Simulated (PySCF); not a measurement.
Species: C8H13OP.
Atom-mapped SMILES: `[CH:1]#[C:2][P@:3]1(=[O:4])[CH2:5][CH2:6][C@@H:7]([CH3:8])[CH2:9][CH2:10]1`

NICS is the negative of the GIAO shielding at a point without a nucleus: at the ring centre (0) and 1 Å above and below it (1); zz is the component along the ring normal. Level: GIAO PBE0/pcSseg-1 (PySCF, non-relativistic, gas phase) on the GFN2-xTB geometry, one conformer.

Ring bond lengths (Å), with Mayer bond orders in brackets: P3–C5 1.833 (0.94), C5–C6 1.525 (1.04), C6–C7 1.532 (0.99), C7–C9 1.532 (0.99), C9–C10 1.525 (1.04), C10–P3 1.833 (0.94).

**Question.** What do the NICS probes read (ppm)?

**Answer.** 
| ring | type | NICS(0) | NICS(1), two faces | NICS(1)zz, two faces | rms pucker (Å) | centre to ring atoms, mean (Å) |
| --- | --- | --- | --- | --- | --- | --- |
| P3–C5–C6–C7–C9–C10 | 6-membered ring with P; formal bonds all single | -1.9 | -1.9 / -2.3 | 5.0 / 3.6 | 0.28 | 1.55 |

**Question.** What do they say, and how far can they be read as aromaticity?

**Answer.** 
- P3–C5–C6–C7–C9–C10: mean NICS(1)zz 4.3 ppm, deshielded. P3, C5, C6, C7, C9, C10 have four or more neighbours, so the value isn't read as a sign of a π ring current.

**Question.** At the second NICS(1) probe listed for ring P3–C5–C6–C7–C9–C10, 1 Å off the ring, how large is the induced field along the normal in 9.4 T applied along it?

**Answer.** NICSzz × B0 = 3.6 ppm × 9.4 T = 34 μT, along the applied field.
